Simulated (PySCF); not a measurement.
CH3Cl2NSi2.

```xyz
9

Cl     1.4261    -0.1192     1.6782
Si     0.2299     0.0200     0.0000
Cl     1.4261    -0.1192    -1.6782
N     -0.7369     1.5349     0.0000
C     -1.9423     1.0729     0.0000
Si    -1.9351    -0.8676     0.0000
H     -2.7985     1.7749     0.0000
H     -2.5013    -1.5188    -1.2175
H     -2.5013    -1.5188     1.2175
```
Charge 0, spin multiplicity 1.

Geometry: B3LYP-D3(BJ)/def2-SVP. This is a generated structure with no PubChem entry under its InChIKey; it may be hypothetical.

These are PBE/pcSseg-1 (PySCF) values and carry that method's errors. Non-relativistic, no solvent.

Problem. Give the absolute GIAO shielding of each atom: isotropic value and principal components (ppm). (Estimate from the structure and the level; the computed values follow.)

Solution. 
```json
[
 {"atom": "Cl1", "σ(iso)": "770.6", "σ11": "649.7", "σ22": "729.4", "σ33": "932.6", "span": "282.9"},
 {"atom": "Si2", "σ(iso)": "307.0", "σ11": "273.6", "σ22": "320.4", "σ33": "326.9", "span": "53.3"},
 {"atom": "Cl3", "σ(iso)": "770.6", "σ11": "649.7", "σ22": "729.4", "σ33": "932.6", "span": "282.9"},
 {"atom": "N4", "σ(iso)": "-312.5", "σ11": "-802.5", "σ22": "-233.8", "σ33": "98.9", "span": "901.4"},
 {"atom": "C5", "σ(iso)": "-34.3", "σ11": "-158.7", "σ22": "-64.3", "σ33": "120.2", "span": "278.9"},
 {"atom": "Si6", "σ(iso)": "327.6", "σ11": "157.7", "σ22": "342.5", "σ33": "482.7", "span": "325.0"},
 {"atom": "H7", "σ(iso)": "20.7", "σ11": "16.0", "σ22": "22.2", "σ33": "24.0", "span": "8.0"},
 {"atom": "H8", "σ(iso)": "25.3", "σ11": "21.7", "σ22": "24.7", "σ33": "29.3", "span": "7.6"},
 {"atom": "H9", "σ(iso)": "25.3", "σ11": "21.7", "σ22": "24.7", "σ33": "29.3", "span": "7.6"}
]
```
